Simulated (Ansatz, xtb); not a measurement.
# Two structures of BBrH7NSi2

Structure a: a singlet given by its coordinates. Structure b: `B[SiH2]N[SiH2]Br`, a singlet. Both are isolated molecules in the gas phase, relaxed with B3LYP-D3(BJ)/def2-SVP; the shapes shown needn't be the lowest conformers.

a (Å):

```xyz
12

B     0.1555   -1.5378   -0.5198
Br   -1.0054    1.2416    1.4664
N     1.9814    0.5087    0.2139
Si    0.2763    0.4545   -0.2298
Si    2.5975   -1.0866    0.3766
H     0.2224   -1.9366   -1.6610
H    -0.4594   -2.2070    0.2753
H    -0.0043    1.3987   -1.3453
H     2.5044    1.3478    0.4512
H     3.7341   -1.4465   -0.5133
H     1.4648   -2.0312   -0.1400
H     2.8406   -1.5945    1.7535
```

Close contacts (Å): B1–Si4 2.02, Br2–Si4 2.27, N3–Si4 1.76, N3–Si5 1.72, Si4–Si5 2.85, B1–H6 1.21, B1–H7 1.21, B1–H11 1.45, N3–H9 1.02, Si4–H8 1.49, Si5–H10 1.49, Si5–H11 1.56, Si5–H12 1.49.

b (Å):

```xyz
12

B     2.2272    0.0308    3.0773
Br   -2.9274    1.1705   -0.2339
N    -0.6462   -0.1192    1.8404
Si    0.9999    0.4341    1.5363
Si   -1.8468   -0.5857    0.6919
H     1.8078   -0.1768    4.1905
H     3.4247    0.0446    2.9296
H     1.0845    1.9208    1.3243
H     1.4214   -0.2078    0.2567
H    -0.9959    0.0714    2.7784
H    -1.1886   -1.3026   -0.4264
H    -2.8874   -1.4029    1.3650
```

Estimate which is lower in electronic energy at CCSD(T)/def2-SVP + ΔMP2/def2-TZVPP, and by roughly how much.

The CCSD(T)/def2-SVP + ΔMP2/def2-TZVPP calculation puts structure a lower, by 26.2 kJ/mol.

Level by level:

```csv
level,geometry,E(b) − E(a) (kJ/mol),departure from the last row (kJ/mol),"job, with rough time for the two"
B3LYP-D3(BJ)/def2-SVP,B3LYP-D3(BJ)/def2-SVP,+23.4,−2.8,"optimisation, 5.1 min"
HF/def2-SVP,B3LYP-D3(BJ)/def2-SVP,−27.3,−53.5,part of the CCSD(T) run
MP2/def2-SVP,B3LYP-D3(BJ)/def2-SVP,+23.2,−3.0,part of the CCSD(T) run
CCSD(T)/def2-SVP,B3LYP-D3(BJ)/def2-SVP,+18.2,−8.0,single point
CCSD(T)/def2-SVP + ΔMP2/def2-TZVPP,B3LYP-D3(BJ)/def2-SVP,+26.2,,"single point, 3 min"
```

HF/def2-SVP puts the two in the other order. The largest departure from CCSD(T)/def2-SVP + ΔMP2/def2-TZVPP is that of HF/def2-SVP, 53.5 kJ/mol. Levels run at GFN2-xTB geometries aren't shown. The last row adds to CCSD(T) the change of the MP2 difference between the two basis sets, here +8.0 kJ/mol.

With thermal terms from frequencies at re-optimised GFN2-xTB minima (ideal gas, soft modes damped towards free rotors, one conformer each, 298.15 K, 1 atm): the zero-point term adds −3.0 kJ/mol; ΔH is +26.4 and ΔG +18.2 kJ/mol.

The correlated steps freeze 21 core orbitals; the filled d shell of Br is correlated, in a basis made for valence electrons. Programs: Ansatz 0.2.0, xtb 6.7.1; the last row on 2 threads of Intel(R) Xeon(R) Processor @ 2.50GHz (Skylake/Cascade Lake) on a shared host.
